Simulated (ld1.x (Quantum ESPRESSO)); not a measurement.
gallium (Ga): one change to a PAW potential, before and after

Ga, PAW, made with ld1.x (Quantum ESPRESSO) 7.5 (PBE, scalar-relativistic). Core [Ar], reference 3d10 4s2 4p0.5 (charge +0.5). Waves: 4s (bound): rcut 1.15, rcutus 1.60 bohr; 4s channel at 1 Ry: rcut 1.15, rcutus 1.60 bohr; 4p (bound): rcut 1.80, rcutus 2.40 bohr; 4p channel at 1.55 Ry: rcut 1.80, rcutus 2.40 bohr; 3d (bound): rcut 1.10, rcutus 1.45 bohr; 3d channel at -0.85 Ry: rcut 1.10, rcutus 1.45 bohr; 4f channel at 0.45 Ry: rcut 1.80, rcutus 2.35 bohr; 4f channel at 2.5 Ry: rcut 1.80, rcutus 2.35 bohr. Local part: all-electron potential smoothed inside 1.35 bohr (lloc = -1). Core correction: Bessel-smoothed model core inside 0.65 bohr. Augmentation charge: BESSEL, radius 0.95 bohr.

All-electron outer shells of the reference configuration (PBE, scalar-relativistic, ld1.x):

| shell | level (eV) | outermost node (bohr) | outermost maximum (bohr) |
| --- | --- | --- | --- |
| 3p | -102.70 | 0.24 | 0.56 |
| 3d | -22.99 | – | 0.53 |
| 4s | -12.43 | 0.81 | 1.87 |
| 4p | -5.62 | 0.87 | 2.41 |

Change: waves 3d (bound): rcut 0.84, rcutus 0.88 bohr; 3d channel at -0.85 Ry: rcut 0.84, rcutus 0.88 bohr.

Cutoffs: the cutoffs (Ry, on a coarse ladder) from which the occupation-weighted sum of valence levels, in a spherical-Bessel basis at the reference potential, stays within 10 and 1 mRy of its value at 400 Ry; they do not see the model core or the augmentation charge, which bear on the density cutoff. Errors are all-electron minus pseudo energies relative to the spin-unpolarised reference configuration.

How do hardness, ghosts and transferability respond?

Both files keep a bound ghost (s); of the 7 tests that both files solve, the error grows in 2 and shrinks in 2 by more than 15 % and 0.3 meV (median size 3.4 → 2.0 meV).

| quantity | base | changed |
| --- | --- | --- |
| cutoff, loose | 55 Ry | 200 Ry |
| cutoff, tight | 90 Ry | over 300 Ry |
| loose cutoff by channel (10 mRy a level) | s 10 Ry, p 6 Ry, d 45 Ry | s 10 Ry, p 6 Ry, d 140 Ry |
| bound ghosts | s | s |
| error for 3d10 4s2 4p1, meV [ΔE -2.03 eV] | +0.2 | +0.3 |
| error for 3d10 4s2 4p0, meV [ΔE 3.66 eV] | -0.4 | +0.9 |
| error for 3d10 4s1 4p0, meV [ΔE 24.79 eV] | -4.2 | -0.9 |
| error for 3d10 4s1 4p1, meV [ΔE 11.03 eV] | -2.2 | -2.0 |
| error for 3d10 4s0 4p0, meV [ΔE 56.06 eV] | -14 | -6.9 |
| error for 3d9 4s0 4p0, meV [ΔE 119.93 eV] | -393 | -367 |
| error for 3d10 4s0 4p3, meV [ΔE 11.34 eV] | -3.4 | +9.4 |
| s: phases at 2.61 bohr within 0.05 rad from the reference energy up to (Ry; the scan ends near 5) | to the end of the scan | to the end of the scan |
| p: phases at 2.61 bohr within 0.05 rad from the reference energy up to (Ry; the scan ends near 5) | 3.9 | 3.9 |
| d: phases at 2.61 bohr within 0.05 rad from the reference energy up to (Ry; the scan ends near 5) | to the end of the scan | to the end of the scan |
| f: phases at 2.61 bohr within 0.05 rad from the reference energy up to (Ry; the scan ends near 5) | to the end of the scan | to the end of the scan |
| lowest overlap eigenvalue by channel | s 0.53, p 0.54, d 1.00, f 0.45 | s 0.53, p 0.54, d 0.98, f 0.45 |

 A true bound ghost makes a file unfit for plane-wave use even where its test errors are small: the radial tests pick states by their node count and pass the ghost by.
